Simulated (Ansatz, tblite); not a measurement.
Forces on Li₇Al at its PBE0-D4/def2-TZVP geometry. The state is a singlet with charge 0.

The xTB rows come from tblite. The restricted singlet is unstable towards broken spin symmetry in Hartree–Fock (as tested in another run); at r2SCAN-D4/def2-TZVP this wasn't settled. The structure comes from a short search, and lower isomers may exist.

GFN1-xTB (tblite), largest force 0.61 eV/Å:

```xyz
8
positions Å, forces eV/Å
Al   -0.195   -0.557    0.891   -0.375   -0.298   -0.047
Li    0.634    0.998   -1.176   -0.223   -0.196    0.048
Li    0.478   -1.046    3.378    0.338    0.403   -0.302
Li   -1.382    0.430   -3.600    0.085   -0.134    0.460
Li    0.419    1.782    1.771    0.245   -0.425    0.066
Li    2.376   -0.595    0.776   -0.287    0.224    0.342
Li   -2.063    0.619   -0.532    0.352   -0.091   -0.412
Li   -0.265   -1.631   -1.507   -0.136    0.517   -0.155
```

r2SCAN-D4/def2-TZVP (Ansatz), largest force 0.05 eV/Å:

```
Al 0.037 0.037 -0.013
Li 0.008 0.011 -0.013
Li -0.005 -0.016 0.031
Li -0.008 0.007 -0.033
Li -0.003 0.009 0.021
Li 0.014 -0.015 0.007
Li -0.048 0.013 0.011
Li 0.006 -0.047 -0.011
```
